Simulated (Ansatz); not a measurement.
Frontier orbitals of ClH₂Sb (`[Cl][SbH2]`).

The species carries charge 0 and has multiplicity 1. Correlated methods include outer-core shells of Sb, which these sets cover unevenly. Sb: def2 effective core potential. All single points use the PBE0-D4/def2-TZVP geometry. Basis def2-TZVPP, Ansatz.

```json
{"functional": "LDA (SPW92)", "HOMO (eV)": "-6.69", "LUMO (eV)": "-2.72", "gap (eV)": "3.97"}
{"functional": "PBE", "HOMO (eV)": "-6.57", "LUMO (eV)": "-2.49", "gap (eV)": "4.08"}
{"functional": "revPBE", "HOMO (eV)": "-6.53", "LUMO (eV)": "-2.40", "gap (eV)": "4.13"}
{"functional": "BLYP", "HOMO (eV)": "-6.44", "LUMO (eV)": "-2.39", "gap (eV)": "4.05"}
{"functional": "r2SCAN", "HOMO (eV)": "-6.86", "LUMO (eV)": "-2.28", "gap (eV)": "4.58"}
{"functional": "PBE0", "HOMO (eV)": "-7.69", "LUMO (eV)": "-1.69", "gap (eV)": "6.00"}
{"functional": "LC-ωPBE", "HOMO (eV)": "-10.22", "LUMO (eV)": "0.42", "gap (eV)": "10.64"}
{"functional": "ωB97M-V", "HOMO (eV)": "-9.78", "LUMO (eV)": "0.13", "gap (eV)": "9.91"}
```

Question: What is the vertical ionisation energy at frozen-core CCSD(T)/def2-TZVPP? (Estimate.)

Answer: Ansatz gave: 9.98 eV (T1 of the cation 0.028).

From PBE to PBE0 the HOMO moves by −1.12 eV and the LUMO by +0.79 eV, and with ωB97M-V by −3.21 and +2.62 eV, so the gap grows from 4.08 to 9.91 eV with exact exchange. A positive LUMO is unbound and depends on the basis. −ε(HOMO) differs from that ionisation energy by −3.41 eV with PBE and −0.20 eV with ωB97M-V.

LC-ωPBE has ω = 0.4 bohr⁻¹.
